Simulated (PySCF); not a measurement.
SiBr2, SMILES Br[Si]Br (connectivity only; charge and spin as stated), neutral, multiplicity 1.

Coordinates come from a B3LYP-D3(BJ)/def2-TZVP optimisation. The isomer is the one that the SMILES or the coordinates give; other isomers of the formula were not compared.

Two levels are set side by side: TDDFT-PBE/def2-SVPD (PySCF) and ADC(2)/aug-cc-pVDZ (PySCF). Vertical, same geometry; the bases differ. Differences are taken from unrounded values.

| quantity | ADC(2) |
|---|---|
| lowest singlet excitation (eV) | 3.39 |

What does TDDFT-PBE give, and how far is it from ADC(2)? (Estimate from the structure and the level; the computed values follow.)


```json
[
 {"quantity": "lowest singlet excitation (eV)", "TDDFT-PBE": "3.18", "TDDFT-PBE minus ADC(2)": "-0.21"}
]
```

A lower first singlet is the usual sign of a functional without exact exchange. Differences between two approximate levels are no errors against the true value.

Rough cost on one machine, each run with all the roots and properties that it gave: ADC(2) against TDDFT-PBE about 20 times.
